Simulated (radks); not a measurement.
Problem. Radial electron density D(r) = 4 pi r^2 rho(r) of an atom or ion with 51 electrons. All-electron calculation, scalar-relativistic Kohn-Sham, PBE, spin-polarised, spherical densities, finite nucleus; Fermi nuclear charge, rms radius of each element as measured or else 0.836 A^(1/3) + 0.57 fm. Program: a radial shooting solver on a logarithmic mesh with Libxc functionals.

r (bohr),D(r) (e/bohr),spin D(r)
0.001941,6.840,-0.0000672
0.002259,8.724,-0.0000814
0.002609,10.93,-0.0000951
0.003038,13.77,-0.000108
0.003536,17.21,-0.000113
0.004117,21.33,-0.000104
0.004755,25.88,-0.0000685
0.005535,31.37,0.0000209
0.006444,37.50,0.000203
0.007502,44.11,0.000540
0.008664,50.57,0.00109
0.01009,57.22,0.00207
0.01174,63.22,0.00367
0.01367,67.98,0.00621
0.01579,70.87,0.00986
0.01838,71.86,0.0155
0.02139,70.75,0.0237
0.02491,68.05,0.0348
0.029,64.89,0.0492
0.03349,62.90,0.0654
0.03898,63.42,0.0837
0.04538,67.65,0.0999
0.05283,75.31,0.109
0.06102,83.93,0.106
0.07103,91.28,0.0872
0.08269,93.51,0.0527
0.09627,89.10,0.0136
0.1112,80.44,-0.00924
0.1294,71.23,0.00366
0.1507,67.21,0.0645
0.1754,70.38,0.153
0.2026,76.62,0.217
0.2358,79.36,0.207
0.2745,72.30,0.114
0.3196,56.28,0.0121
0.3691,39.68,0.0181
0.4297,28.70,0.186
0.5003,27.04,0.422
0.5824,30.15,0.511
0.678,31.22,0.335
0.783,27.44,0.0571
0.9115,20.15,-0.0252
1.061,13.11,0.346
1.235,8.453,1.07
1.427,6.074,1.73
1.661,4.520,2.01
1.934,3.114,1.73
2.251,1.808,1.15
2.6,0.9285,0.660
3.026,0.4575,0.378
3.523,0.2816,0.265
4.102,0.1945,0.192
4.737,0.1171,0.117
5.514,0.05080,0.0508
6.42,0.01497,0.0150
7.474,0.002798,0.00280
8.631,0.0003564,0.000356

What is the nuclear charge?

Solution. Z = 55. The innermost maximum, from 1s, lies near gamma/Z bohr with gamma = sqrt(1 - (Z/c)^2) = 0.916, here 0.0167 bohr (found: 0.0182), and its height grows with Z. The density is that of the caesium ion Cs4+ in [Kr] 4d10 5s2 5p2.5 6p0.5; the configuration itself is not fixed sharply by these data, and Z only to a few units. D(r) has 4 maxima, at r = 0.0182, 0.0807, 0.230, 0.651 bohr, and minima at 0.0354, 0.152, 0.477 bohr, inside which lie 1.98, 11.20, 28.95 electrons.
